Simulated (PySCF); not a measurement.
**Correlation energy of Ca (calcium, neutral)**

[Ar] 4s1 4p1, high-spin 3P determinant (an excited configuration). Calculation: PySCF 2.14, in def2-TZVPPD (6s5p3d, 36 functions); the non-relativistic Hamiltonian (point nucleus). Frozen: [Ar]; 2 electrons correlated.

Total MP2 correlation energy: -1.53 mhartree.

Same-spin part -1.53 and opposite-spin part 0.00 mhartree; SCS-MP2 scales them by 1/3 and 6/5 to -0.51 mhartree.
